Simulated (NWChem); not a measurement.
C₃H₄F₂; SMILES C/C(F)=C\F

```xyz
9

C     -1.4055     0.6444     0.0000
C      0.0581     0.4232     0.0000
F      0.7978     1.5392     0.0000
C      0.6984    -0.7460     0.0000
F      0.0294    -1.8995     0.0000
H     -1.7078     1.2219     0.8883
H     -1.9364    -0.3154     0.0000
H     -1.7078     1.2219    -0.8883
H      1.7861    -0.8426     0.0000
```
Atoms are numbered in this order, from 1.

Computed with NWChem. Pople sets run with spherical d functions. Coordinates come from a PBE0/def2-SVP optimisation. Level: M05-2X/6-31G* with SMD (1 M gas to 1 M solution), gas-phase geometry.

Predict the results for solvent tetrahydrofuran. Quantities: solvation free energy (kcal/mol); cavity-dispersion-structure term (kcal/mol); dipole in solution (D).

The solvation free energy (kcal/mol) is -1.9, the cavity-dispersion-structure term (kcal/mol) is 0.8 and the dipole in solution (D) comes out as 0.69.
